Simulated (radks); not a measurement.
V IX, 15 electrons, occupied as [He] 2s2 2p5.5 3s2 3p3.5 (fractional occupations, a model configuration).

All-electron calculation, scalar-relativistic Kohn-Sham, AM05, spin-polarised, spherical densities, point nucleus; open shells are filled with parallel spins first. Program: a radial shooting solver on a logarithmic mesh with Libxc functionals.

Energy parts (Ry):
part                       energy
total                 -1831.05312
kinetic                1848.34845
electron-nucleus      -4161.67208
Hartree                 557.45767
exchange-correlation    -75.18717

Orbitals (lengths in bohr, moments of r in powers of bohr; r(90%) holds 90 % of the orbital's charge):
\begin{tabular}{lrrrrr}
orbital & occ. & eigenvalue (Ry) & r(90%) & <1/r> & <r^2> \\ \hline
1s up & 1 & -408.7968 & 0.119 & 22.80 & 0.005952 \\
1s down & 1 & -408.5604 & 0.119 & 22.81 & 0.005946 \\
2s up & 1 & -58.31365 & 0.473 & 4.851 & 0.1099 \\
2s down & 1 & -58.02011 & 0.473 & 4.847 & 0.1098 \\
2p up & 3 & -51.31496 & 0.442 & 4.759 & 0.08948 \\
2p down & 2.5 & -50.94914 & 0.442 & 4.753 & 0.08961 \\
3s up & 1 & -16.39741 & 1.23 & 1.691 & 0.8078 \\
3s down & 1 & -15.95213 & 1.24 & 1.678 & 0.8200 \\
3p up & 3 & -14.35332 & 1.27 & 1.609 & 0.8383 \\
3p down & 0.5 & -13.91084 & 1.29 & 1.595 & 0.8553 \\
3d up & 0 & -11.23609 & 1.29 & 1.448 & 0.8130 \\
3d down & 0 & -10.83053 & 1.32 & 1.438 & 0.8337 \\
4s up & 0 & -7.06180 & 2.51 & 0.7949 & 3.525 \\
4s down & 0 & -6.94590 & 2.55 & 0.7812 & 3.626 \\
4p up & 0 & -6.35347 & 2.64 & 0.7537 & 3.871 \\
4p down & 0 & -6.24705 & 2.68 & 0.7412 & 3.992 \\
\end{tabular}

The highest occupied level is 3p down at -189.27 eV. The density falls to 0.001 e/bohr^3 at r = 2.05 bohr. Spin moment in Bohr magnetons: 3.
